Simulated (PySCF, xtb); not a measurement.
FeO2, SMILES [O]=[Fe]=[O] (connectivity only; charge and spin as stated), neutral, multiplicity 5.

Harmonic wavenumbers (cm⁻¹) from xtb with GFN2-xTB at its own minimum, in rising order: 298, 819, 826.

Task: What does PySCF with PBE-D3(BJ)/def2-TZVP give at its own minimum? (An estimate is asked for; the answer gives what the named calculation found.)

Result: 296, 908, 948. Paired by order, the mean absolute difference is 71 cm⁻¹ and the zero-point energies are 2.8 and 3.1 kcal/mol.
